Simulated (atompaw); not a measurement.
## Before and after: PAW (atompaw) potential for Ta (Z = 73)

atompaw 4.2.0.5 input, output lines left out:

```
Ta 73
GGA-PBE scalarrelativistic loggrid 2001 logderivrange -2 5 176
6 6 5 4 0 0
6 1 0
5 2 3
0 0 0
c
c
c
c
c
v
c
c
c
c
v
c
c
v
c
3
3.00 2.30 2.70 1.80
y
4.25
n
y
3.25
n
y
0.2
n
y
-0.2
n
custom polynom2 7 10 vanderbiltortho besselshape
4 0 troulliermartins
3.00
3.00
3.00
3.00
2.70
2.70
3.00
```

All-electron outer shells of the reference configuration (PBE, scalar-relativistic, ld1.x):

```json
{"shell": "5p", "level (eV)": "-39.40", "outermost node (bohr)": "0.58", "outermost maximum (bohr)": "1.13"}
{"shell": "4f", "level (eV)": "-24.70", "outermost node (bohr)": "–", "outermost maximum (bohr)": "0.44"}
{"shell": "6s", "level (eV)": "-5.44", "outermost node (bohr)": "1.32", "outermost maximum (bohr)": "2.78"}
{"shell": "5d", "level (eV)": "-3.59", "outermost node (bohr)": "0.65", "outermost maximum (bohr)": "1.58"}
{"shell": "6p", "level (eV)": "-1.39", "outermost node (bohr)": "1.60", "outermost maximum (bohr)": "3.89"}
```

Change: reference 5d3 6s1.5 6p0; added wave 5f channel at 1.3 Ry: rc 3.00 bohr.

Cutoffs: the cutoffs (Ry, on a coarse ladder) from which the occupation-weighted sum of valence levels, in a spherical-Bessel basis at the reference potential, stays within 10 and 1 mRy of its value at 400 Ry; they do not see the model core or the augmentation charge, which bear on the density cutoff.

Problem. What does the change do?

Solution. The potential gets neither clearly harder nor softer (25 Ry and 45 Ry → 25 Ry and 50 Ry); the bound ghost in f disappears; the range in which the f phases agree widens (upper end 0.7 → at the end of the scan).

```csv
quantity,base,changed
"cutoff, loose",25 Ry,25 Ry
"cutoff, tight",45 Ry,50 Ry
bound ghosts,f,none
s: phases at 3.02 bohr within 0.05 rad from the reference energy up to (Ry; the scan ends near 5),1.9,1.6
p: phases at 3.02 bohr within 0.05 rad from the reference energy up to (Ry; the scan ends near 5),4.0,3.8
d: phases at 3.02 bohr within 0.05 rad from the reference energy up to (Ry; the scan ends near 5),1.9,1.7
f: phases at 3.02 bohr within 0.05 rad from the reference energy up to (Ry; the scan ends near 5),0.7,to the end of the scan
lowest overlap eigenvalue by channel,"s 0.68, p 0.97, d 0.92, f 1.00","s 0.65, p 0.95, d 0.92, f 0.97"
```

 A true bound ghost makes a file unfit for plane-wave use even where its test errors are small: the radial tests pick states by their node count and pass the ghost by. The cutoffs see the waves, projectors and local potential, not the compensation charge or the core.
